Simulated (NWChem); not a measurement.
System: C$_{2}$H$_{3}$FO$_{2}$Si; SMILES O1C=C[Si@@]1(F)O

NWChem input:

```
start job
memory heap 200 mb stack 900 mb global 1100 mb
geometry units angstroms noautoz
  O     -1.188531    -1.445624     0.026025
  Si     0.029607    -0.357254     0.048598
  F      1.353009    -1.249748    -0.106550
  C      0.066224     1.161177     1.060536
  C      0.011341     1.774552    -0.142638
  O     -0.039923     0.867367    -1.172648
  H     -2.084901    -1.116216     0.138912
  H      0.122087     1.595796     2.054408
  H      0.000559     2.834317    -0.424626
end
basis spherical
  * library 6-31g*
end
dft
  xc slater pw91lda
  iterations 150
  mulliken
end
task dft energy
```

The geometry was optimised at PBE0/def2-SVP.

**Question.** Give the results of this calculation. (LDA (Slater exchange, PW92)/6-31G* (spherical d).) Quantities: energy (Ha); highest occupied level (eV); orbital gap (eV); dipole (D).

**Answer.** 
```
Property                      Result
---------------------------  -------
energy (Ha)                  -614.29
highest occupied level (eV)    -5.77
orbital gap (eV)                4.38
dipole (D)                      3.10
```
